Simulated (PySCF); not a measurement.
# Static response to an electric field

Compound: C2H11OPSi2.
Structure used (PBE0-D3(BJ)/def2-SVP), in Å, numbered top down from 1:
```
atom  x, y, z in Å
C1    -1.5613   -1.3442    0.9277
O2    -0.3895   -0.5864    0.8519
C3    -0.3044    0.2516   -0.2937
Si4   -1.1090    1.9480    0.0269
Si5    1.5447    0.3571   -0.7259
P6     2.2693   -1.7838   -0.7803
H7    -2.4689   -0.7114    0.9548
H8    -1.5171   -1.9320    1.8553
H9    -1.6512   -2.0410    0.0717
H10   -0.7885   -0.2244   -1.1730
H11   -1.0575    2.7704   -1.2215
H12   -0.3639    2.6526    1.1117
H13   -2.5364    1.7990    0.4472
H14    2.2696    1.2068    0.2680
H15    1.6999    0.9707   -2.0814
H16    3.6501   -1.4312   -0.8910
H17    2.3054   -1.8901    0.6421
```

Level: CAM-B3LYP/def2-SVPD (PySCF), static field, nuclei fixed, core orbitals frozen in the response. The polarisability tensor in these axes (au):

```
x   119.44 -12.74  -8.15
y   -12.74 125.14  -1.18
z    -8.15  -1.18  97.53
```

Q: What are the eigenvalues, a third of the trace, and Δα (Δα² = ½Σ(αi − αj)² over the three pairs)?

A: Principal values 93.84, 112.45 and 135.82 au; mean 114.04 au = 16.90 Å³ = 18.80 × 10⁻⁴⁰ C²·m²/J; Δα = 36.44 au (32 % of the mean).

Q: What is the dipole moment, and where does it point?

A: (-0.94, -0.15, -0.20) D, 0.97 D in size, pointing from the negative to the positive side. Measured along this direction, the outermost atoms are H16 at the negative end and H7 at the positive end.

Q: Rayleigh depolarisation ratio (linearly polarised light, static tensor)?

A: ρ = 3Δα²/(45ᾱ² + 4Δα²) = 3982.7/(585184 + 5310.3) = 0.00674.

Q: Find the Langevin capture rate constant for O2+ (31.990 u) meeting this molecule (138.009 u), k = 2.342 × 10⁻⁹ cm³/s × √(α in Å³ / reduced mass in u).

A: The reduced mass is 25.97 u, so k = 1.89 × 10⁻⁹ cm³/s. The formula leaves out the permanent dipole, which adds to the capture rate.

Q: In a dilute gas of rigid molecules at 400 K, how does the orientational term μ²/3kT compare with the electronic polarisability?

A: In Gaussian units μ²/3kT = 5.73 Å³ against 16.90 Å³, a ratio of 0.34; the Debye molar polarisation (4π/3)N_A(α + μ²/3kT) is 57.1 cm³/mol, leaving out the vibrational part.

Q: Give the eigenvalues of the traceless quadrupole moment Θ = ½Σq(3rr − r²1), origin at the centre of nuclear charge.

A: -6.62, -0.02, 6.64 D·Å. The values depend on the origin, since the dipole doesn't vanish. The electronic extent ⟨r²⟩ about the same centre is 1475 bohr², a root-mean-square distance of 2.36 Å for the 74 electrons.

The structure is a single PBE0-D3(BJ)/def2-SVP conformer in the gas phase; no vibrational or solvent corrections.
